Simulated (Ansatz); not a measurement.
Geometry optimisation, RKS PBE0/STO-3G (Ansatz).

Input file:

```yaml
crystal:
  periodic: [false, false, false]
  atoms:
    - { symbol: C, position_ang: [-2.1014, -1.8408, -0.8755] }
    - { symbol: Si, position_ang: [-1.0272, -0.8917, 0.2642] }
    - { symbol: C, position_ang: [-0.1879, 0.5416, -0.6174] }
    - { symbol: C, position_ang: [0.7707, 1.4726, 0.2814] }
    - { symbol: Si, position_ang: [2.3575, 0.8105, 0.8643] }
    - { symbol: Cl, position_ang: [1.0614, 2.979, -0.6543] }
    - { symbol: H, position_ang: [-1.5691, -2.2098, -1.7304] }
    - { symbol: H, position_ang: [-2.8846, -1.1157, -1.2936] }
    - { symbol: H, position_ang: [-2.6471, -2.6068, -0.3348] }
    - { symbol: H, position_ang: [0.0032, -1.8149, 0.8261] }
    - { symbol: H, position_ang: [-1.8026, -0.345, 1.4326] }
    - { symbol: H, position_ang: [-0.9365, 1.1381, -1.0519] }
    - { symbol: H, position_ang: [0.3978, 0.1576, -1.4408] }
    - { symbol: H, position_ang: [0.0893, 1.8071, 1.1689] }
    - { symbol: H, position_ang: [3.1808, 0.3245, -0.2542] }
    - { symbol: H, position_ang: [2.1593, -0.2943, 1.8237] }
    - { symbol: H, position_ang: [3.1175, 1.8875, 1.6318] }
basis:
  gaussian: { orbitals: STO-3G }
hamiltonian:
  xc: pbe0
relax:
  f_tol: 0.015
  max_steps: 40
```

Command:

```bash
$ ansatz run input.yaml --threads 1 --pin off --max-ram 2048MiB --backend cpu --events-out ev --progress --plain --runs-dir out
```

**Question.** Where does it end, and by what steps?

**Answer.** The run converged. Limits of this set-up: minimal basis. After 11 steps the energy has fallen by 0.669 eV; H11 moved furthest, 0.34 Å.

| step | energy less start (eV) | largest force component (eV/Å) | accepted |
| --- | --- | --- | --- |
| 0 | 0.0000 | 4.873 | yes |
| 1 | -0.6112 | 0.902 | yes |
| 2 | -0.6604 | 0.211 | yes |
| 3 | -0.6655 | 0.084 | yes |
| 4 | -0.6663 | 0.026 | yes |
| 5 | -0.6669 | 0.068 | yes |
| 6 | -0.6677 | 0.081 | yes |
| 7 | -0.6682 | 0.051 | yes |
| 8 | -0.6686 | 0.040 | yes |
| 9 | -0.6688 | 0.029 | yes |
| 10 | -0.6689 | 0.017 | yes |
| 11 | -0.6689 | 0.004 | yes |

```xyz
17
Properties=species:S:1:pos:R:3
C -2.155 -1.762 -0.829
Si -0.879 -0.933 0.254
C -0.130 0.537 -0.659
C 0.684 1.492 0.243
Si 2.289 0.794 0.965
Cl 1.127 3.014 -0.734
H -1.710 -2.122 -1.761
H -2.963 -1.073 -1.089
H -2.601 -2.622 -0.319
H 0.161 -1.875 0.596
H -1.491 -0.464 1.475
H -0.945 1.109 -1.121
H 0.506 0.180 -1.480
H 0.037 1.880 1.048
H 3.091 0.248 -0.102
H 1.957 -0.249 1.905
H 3.001 1.846 1.647
```

The run took 53 s on 1 thread of Arm Neoverse V2 (shared host), peak memory 0.14 GiB.
